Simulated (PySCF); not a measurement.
# Os⁺ (osmium, charge +1): M06-L calculation

Configuration: [Xe] 4f14 5d6 6s1, high-spin 6D determinant. All numbers are calculated (PySCF 2.14, scalar relativity through the core potential, in aug-cc-pVQZ-PP with ECP60MDF (7s7p6d4f3g2h, 135 functions)).

```
Total energy                                                  : -90.5285 hartree
One-electron energy                                           : -150.8528 hartree
Hartree (Coulomb) energy                                      : 69.6556 hartree
Exchange-correlation energy                                   : -9.3313 hartree
⟨S²⟩                                                          : 8.7525
⟨L²⟩                                                          : 6.015
Sum of ⟨r⟩                                                    : 22.51 bohr
Sum of ⟨r²⟩                                                   : 41.67 bohr²
Traceless quadrupole moment −½Σ⟨3z² − r²⟩ along its main axis : 0.988 e·bohr²
Time after the integrals                                      : roughly 9 core-seconds
```

| shell | electrons | mean orbital energy (eV) | spread (eV) | rms radius, mean of both spins (bohr) |
| --- | --- | --- | --- | --- |
| 5s α | 1 | -101.12 | 0 | 1.08 |
| 5s β | 1 | -98.397 | 0 | 1.08 |
| 5p α | 3 | -61.066 | 1.192 | 1.26 |
| 5p β | 3 | -57.572 | 0.024 | 1.26 |
| 5d α | 5 | -15.351 | 1.324 | 1.90 |
| 6s α | 1 | -13.387 | 0 | 2.86 |
| 5d β | 1 | -12.632 | 0 | 1.90 |

Energies and moments cover only the electrons outside the core potential. Spin-orbit coupling, absent here, splits the open shell strongly.
